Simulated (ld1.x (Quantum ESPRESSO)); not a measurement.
## tantalum: PAW pseudisation with PBE, scalar-relativistic reference atom.

Input for ld1.x (Quantum ESPRESSO) 7.5:

```
&input
   title='Ta', zed=73., rel=1, dft='PBE', iswitch=3,
   config='[Xe] 4f14 5d3 6s1 6p0',
   nld=3, rlderiv=3.25, eminld=-5.0, emaxld=5.0, deld=0.02
 /
 &inputp
   pseudotype=3, lpaw=.true., tm=.true., lloc=-2, rcloc=2.40,
   nlcc=.false.,
   which_augfun='PSQ', rmatch_augfun_nc=.true.,
   file_pseudopw='Ta.UPF', file_wfcaegen='ae.wfc', file_wfcncgen='nc.wfc', file_beta='beta', file_chi='chi', file_wfcusgen='us.wfc'
 /
6
6S  1  0   1.00   0.00  2.80  3.00  0.0
6S  1  0   0.00   0.05  2.80  3.00  0.0
5P  2  1   6.00   0.00  2.05  2.55  0.0
6P  3  1   0.00   0.00  2.05  2.55  0.0
5D  3  2   3.00   0.00  1.85  2.05  0.0
5D  3  2   0.00   1.90  1.85  2.05  0.0
 &test
   configts(1)='5p6 5d3 6s1 6p0'
 /
```

Command:

```bash
ld1.x < Ta.in > Ta.out
```

Output (shortened: banner, matrices, multipoles, cross overlaps and the repeated all-electron block are left out):

```
Program LD1 v.7.5
     --------------------------- All-electron run ----------------------------

     Ta
     scalar relativistic calculation

     atomic number is 73.00
     dft =PBE   lsd =0 sic =0 latt =0  beta=0.20 tr2=1.0E-14
     Exchange-correlation= PBE
                           (   1   4   3   4   0   0   0)
     mesh =1273 r(mesh) = 100.43799 a.u. xmin = -7.00 dx = 0.01250
     1 Ry =  13.60569312 eV, c = 137.03599908

     n l     nl                  e(Ry)          e(Ha)          e(eV)
     1 0     1S 1( 2.00)     -4952.2937     -2476.1468    -67379.3878
     2 0     2S 1( 2.00)      -851.2847      -425.6424    -11582.3185
     2 1     2P 1( 6.00)      -746.0064      -373.0032    -10149.9341
     3 0     3S 1( 2.00)      -195.4238       -97.7119     -2658.8758
     3 1     3P 1( 6.00)      -164.1162       -82.0581     -2232.9141
     4 0     4S 1( 2.00)       -40.2658       -20.1329      -547.8445
     4 1     4P 1( 6.00)       -29.9979       -14.9989      -408.1416
     3 2     3D 1(10.00)      -127.6105       -63.8052     -1736.2291
     5 0     5S 1( 2.00)        -5.8950        -2.9475       -80.2054
     5 1     5P 1( 6.00)        -3.4266        -1.7133       -46.6216
     4 2     4D 1(10.00)       -16.8605        -8.4303      -229.3988
     4 3     4F 1(14.00)        -2.3451        -1.1725       -31.9067
     5 2     5D 1( 3.00)        -0.7707        -0.3854       -10.4860
     6 0     6S 1( 1.00)        -0.8540        -0.4270       -11.6196
     6 1     6P 1( 0.00)        -0.4860        -0.2430        -6.6128

     final scf error:  6.5E-15 reached in  23 iterations

     Etot =  -31208.505287 Ry,  -15604.252643 Ha, -424613.345757 eV

     Ekin =   34295.619476 Ry,   17147.809738 Ha,  466615.674054 eV
     Encl =  -77044.637138 Ry,  -38522.318569 Ha,-1048245.689675 eV
     Eh   =   12170.344762 Ry,    6085.172381 Ha,  165585.976030 eV
     Exc  =    -629.832386 Ry,    -314.916193 Ha,   -8569.306166 eV

     normalization and overlap integrals

     s(1S/1S) =  1.000000  <r> =   0.0187  <r2> =    0.0005  r(max) =   0.0116
     s(2S/2S) =  1.000000  <r> =   0.0789  <r2> =    0.0074  r(max) =   0.0670
     s(2P/2P) =  1.000000  <r> =   0.0706  <r2> =    0.0061  r(max) =   0.0549
     s(3S/3S) =  1.000000  <r> =   0.2048  <r2> =    0.0479  r(max) =   0.1891
     s(3P/3P) =  1.000000  <r> =   0.2049  <r2> =    0.0487  r(max) =   0.1868
     s(4S/4S) =  1.000000  <r> =   0.4587  <r2> =    0.2376  r(max) =   0.4315
     s(4P/4P) =  1.000000  <r> =   0.4877  <r2> =    0.2706  r(max) =   0.4480
     s(3D/3D) =  1.000000  <r> =   0.1856  <r2> =    0.0404  r(max) =   0.1529
     s(5S/5S) =  1.000000  <r> =   1.1004  <r2> =    1.3617  r(max) =   0.9847
     s(5P/5P) =  1.000000  <r> =   1.2936  <r2> =    1.9006  r(max) =   1.1298
     s(4D/4D) =  1.000000  <r> =   0.5231  <r2> =    0.3173  r(max) =   0.4593
     s(4F/4F) =  1.000000  <r> =   0.6394  <r2> =    0.5209  r(max) =   0.4424
     s(5D/5D) =  1.000000  <r> =   2.1036  <r2> =    5.3109  r(max) =   1.5637
     s(6S/6S) =  1.000000  <r> =   3.0719  <r2> =   10.6446  r(max) =   2.6766
     s(6P/6P) =  1.000000  <r> =   4.0570  <r2> =   18.6351  r(max) =   3.4800

     ------------------------ End of All-electron run ------------------------

     --------------------- Generating PAW atomic setup --------------------

      Generating local potential from pseudized AE potential:
      Matching radius rcloc =   2.4000
      Enforcing V''(0)=0 (lloc=-2)

      Local pseudo, rcloc= 2.422 Estimated cut-off energy=     5.47 Ry

      Computing core charge for PAW:

       r > 0.96 : true rho core
       r < 0.96 : rho core = a sin(br)/r    a=  23.69  b=   2.69

      Integrated core pseudo-charge :  12.58
      Wfc-us  6S rcutus= 3.033  Estimated cut-off energy=     5.09 Ry
      Wfc-us  6S rcutus= 3.033  Estimated cut-off energy=     7.11 Ry
      Wfc-us  5P rcutus= 2.546  Estimated cut-off energy=    13.70 Ry
      Wfc-us  6P rcutus= 2.546  Estimated cut-off energy=    10.52 Ry
      Wfc-us  5D rcutus= 2.033  Estimated cut-off energy=    27.52 Ry
      Wfc-us  5D rcutus= 2.033  Estimated cut-off energy=    45.14 Ry

     Required augmentation: PSQ   radius:    3.000000

     Q pseudized with Bessel functions
     Expected ecutrho=     127.8411 due to l1=  2   l2=  2

     Estimated PAW energy = -690.179119 Ryd

     ------------------- End of pseudopotential generation -------------------

     Computing logarithmic derivative in   3.24888
     Computing logarithmic derivative in   3.24888
     Computing the partial wave expansion
     R is outside the sphere for l=    0 j= 0.00
     R is outside the sphere for l=    0 j= 0.00
     R is outside the sphere for l=    1 j= 0.00
     R is outside the sphere for l=    1 j= 0.00
     R is outside the sphere for l=    2 j= 0.00
     R is outside the sphere for l=    2 j= 0.00

     ---------------------- Testing the pseudopotential ----------------------

     Ta
     scalar relativistic calculation

     atomic number is 73.00   valence charge is 11.00
     dft = SLA  PW   PBX  PBC   lsd =0 sic =0 latt =0  beta=0.20 tr2=1.0E-14
     mesh =1273 r(mesh) = 100.43799 xmin = -7.00 dx = 0.01250

     n l     nl             e AE (Ry)        e PS (Ry)    De AE-PS (Ry)
     2 1     5P   1( 6.00)       -3.42663       -3.42663        0.00000
     3 2     5D   1( 3.00)       -0.77071       -0.77071        0.00000
     1 0     6S   1( 1.00)       -0.85403       -0.85403        0.00000
     3 1     6P   1( 0.00)       -0.48603       -0.48604        0.00000

     eps = 2.9E-15  iter =  4

     Etot =  -31208.505287 Ry,  -15604.252643 Ha, -424613.345757 eV
     Etotps =  -690.179126 Ry,    -345.089563 Ha,   -9390.365383 eV

     Ekin =     162.407910 Ry,      81.203955 Ha,    2209.672182 eV
     Encl =    -277.152278 Ry,    -138.576139 Ha,   -3770.848849 eV
     Ehrt =      54.397513 Ry,      27.198757 Ha,     740.115871 eV
     Ecxc =    -629.832270 Ry,    -314.916135 Ha,   -8569.304587 eV

     ---------------------- End of pseudopotential test ----------------------
```

Generation and configuration tests took about 2.3 s on one core of a shared server CPU.

Transferability test of the new file with ld1.x, input:

```
&input
   title='Ta', zed=73., rel=1, dft='PBE', iswitch=2,
   config='[Xe] 4f14 5d3 6s1 6p0'
 /
 &test
   file_pseudo='Ta.UPF', nconf=8,
   configts(1)='5p6 5d3 6s1 6p0',
   configts(2)='5p6 5d3 6s2 6p0',
   configts(3)='5p6 5d3 6s0 6p0',
   configts(4)='5p6 5d2 6s0 6p0',
   configts(5)='5p6 5d3 6s1.5 6p0',
   configts(6)='5p6 5d3 6s0 6p2',
   configts(7)='5p6 5d2 6s2 6p0',
   configts(8)='5p6 5d1 6s0 6p0'
 /
```

```bash
ld1.x < Ta.test.in > Ta.test.out
```

Pseudopotential blocks of its output, shortened (energy terms left out; the distinct warnings before each block abridged to one line each):

```
     ---------------------- Testing the pseudopotential ----------------------

     n l     nl             e AE (Ry)        e PS (Ry)    De AE-PS (Ry)
     2 1     5P   1( 6.00)       -3.42663       -3.42663        0.00000
     3 2     5D   1( 3.00)       -0.77071       -0.77071        0.00000
     1 0     6S   1( 1.00)       -0.85403       -0.85403        0.00000
     3 1     6P   1( 0.00)       -0.48603       -0.48604        0.00000

     eps = 2.9E-15  iter =  4

     Etot =  -31208.505287 Ry,  -15604.252643 Ha, -424613.345757 eV
     Etotps =  -690.179126 Ry,    -345.089563 Ha,   -9390.365383 eV

     ---------------------- End of pseudopotential test ----------------------

          ---------------------- Testing the pseudopotential ----------------------

     n l     nl             e AE (Ry)        e PS (Ry)    De AE-PS (Ry)
     2 1     5P   1( 6.00)       -2.89574       -2.89564       -0.00010
     3 2     5D   1( 3.00)       -0.26390       -0.26395        0.00005
     1 0     6S   1( 2.00)       -0.40000       -0.40013        0.00013
     3 1     6P   1( 0.00)       -0.10225       -0.10232        0.00007

     eps = 7.9E-15  iter = 10

     Etot =  -31209.127623 Ry,  -15604.563811 Ha, -424621.813070 eV
     Etotps =  -690.801774 Ry,    -345.400887 Ha,   -9398.836948 eV
     dEtot_ae =      -0.622336 Ry
     dEtot_ps =      -0.622649 Ry,   Delta E=       0.000313 Ry

     ---------------------- End of pseudopotential test ----------------------

          ---------------------- Testing the pseudopotential ----------------------

     n l     nl             e AE (Ry)        e PS (Ry)    De AE-PS (Ry)
     2 1     5P   1( 6.00)       -4.03906       -4.04001        0.00095
     3 2     5D   1( 3.00)       -1.34589       -1.34595        0.00005
     1 0     6S   1( 0.00)       -1.35483       -1.35433       -0.00050
     3 1     6P   1( 0.00)       -0.92183       -0.92147       -0.00036

     eps = 4.2E-17  iter = 10

     Etot =  -31207.404855 Ry,  -15603.702428 Ha, -424598.373628 eV
     Etotps =  -689.078560 Ry,    -344.539280 Ha,   -9375.391420 eV
     dEtot_ae =       1.100431 Ry
     dEtot_ps =       1.100566 Ry,   Delta E=      -0.000135 Ry

     ---------------------- End of pseudopotential test ----------------------

          ---------------------- Testing the pseudopotential ----------------------

     n l     nl             e AE (Ry)        e PS (Ry)    De AE-PS (Ry)
     2 1     5P   1( 6.00)       -4.93499       -4.94855        0.01356  !
     3 2     5D   1( 2.00)       -2.14090       -2.14707        0.00617  !
     1 0     6S   1( 0.00)       -1.99759       -1.99928        0.00169
     3 1     6P   1( 0.00)       -1.47763       -1.47887        0.00124

     eps = 2.6E-16  iter =  9

     Etot =  -31205.670024 Ry,  -15602.835012 Ha, -424574.770038 eV
     Etotps =  -687.340912 Ry,    -343.670456 Ha,   -9351.749526 eV
     dEtot_ae =       2.835263 Ry
     dEtot_ps =       2.838213 Ry,   Delta E=      -0.002950 Ry

     ---------------------- End of pseudopotential test ----------------------

          ---------------------- Testing the pseudopotential ----------------------

     n l     nl             e AE (Ry)        e PS (Ry)    De AE-PS (Ry)
     2 1     5P   1( 6.00)       -3.14972       -3.14959       -0.00013
     3 2     5D   1( 3.00)       -0.50765       -0.50767        0.00002
     1 0     6S   1( 1.50)       -0.62035       -0.62045        0.00010
     3 1     6P   1( 0.00)       -0.28613       -0.28620        0.00007

     eps = 5.3E-15  iter = 11

     Etot =  -31208.873240 Ry,  -15604.436620 Ha, -424618.352018 eV
     Etotps =  -690.547249 Ry,    -345.273625 Ha,   -9395.373960 eV
     dEtot_ae =      -0.367953 Ry
     dEtot_ps =      -0.368124 Ry,   Delta E=       0.000170 Ry

     ---------------------- End of pseudopotential test ----------------------

          ---------------------- Testing the pseudopotential ----------------------

     n l     nl             e AE (Ry)        e PS (Ry)    De AE-PS (Ry)
     2 1     5P   1( 6.00)       -3.11085       -3.11179        0.00093
     3 2     5D   1( 3.00)       -0.44460       -0.44491        0.00030
     1 0     6S   1( 0.00)       -0.53050       -0.53056        0.00006
     3 1     6P   1( 2.00)       -0.19814       -0.19820        0.00006

     eps = 3.7E-15  iter = 14

     Etot =  -31208.495905 Ry,  -15604.247952 Ha, -424613.218109 eV
     Etotps =  -690.169861 Ry,    -345.084931 Ha,   -9390.239332 eV
     dEtot_ae =       0.009382 Ry
     dEtot_ps =       0.009265 Ry,   Delta E=       0.000117 Ry

     ---------------------- End of pseudopotential test ----------------------

          ---------------------- Testing the pseudopotential ----------------------

     n l     nl             e AE (Ry)        e PS (Ry)    De AE-PS (Ry)
     2 1     5P   1( 6.00)       -3.59980       -3.60295        0.00315
     3 2     5D   1( 2.00)       -0.88971       -0.89072        0.00101
     1 0     6S   1( 2.00)       -0.92122       -0.92178        0.00055
     3 1     6P   1( 0.00)       -0.52768       -0.52765       -0.00002

     eps = 4.0E-16  iter = 10

     Etot =  -31208.563101 Ry,  -15604.281551 Ha, -424614.132363 eV
     Etotps =  -690.236915 Ry,    -345.118458 Ha,   -9391.151651 eV
     dEtot_ae =      -0.057814 Ry
     dEtot_ps =      -0.057790 Ry,   Delta E=      -0.000025 Ry

     ---------------------- End of pseudopotential test ----------------------

          Warning: n=2, l=1 expected 0 nodes, found 1
     ---------------------- Testing the pseudopotential ----------------------

     n l     nl             e AE (Ry)        e PS (Ry)    De AE-PS (Ry)
     2 1     5P   1( 6.00)       -5.92581       -5.96136        0.03555  !
     3 2     5D   1( 1.00)       -3.02439       -3.04372        0.01933  !
     1 0     6S   1( 0.00)       -2.70378       -2.71365        0.00986  !
     3 1     6P   1( 0.00)       -2.09820       -2.10446        0.00626  !

     eps = 1.5E-16  iter =  7

     Etot =  -31203.094456 Ry,  -15601.547228 Ha, -424539.727651 eV
     Etotps =  -684.752668 Ry,    -342.376334 Ha,   -9316.534672 eV
     dEtot_ae =       5.410831 Ry
     dEtot_ps =       5.426457 Ry,   Delta E=      -0.015626 Ry

     ---------------------- End of pseudopotential test ----------------------
```
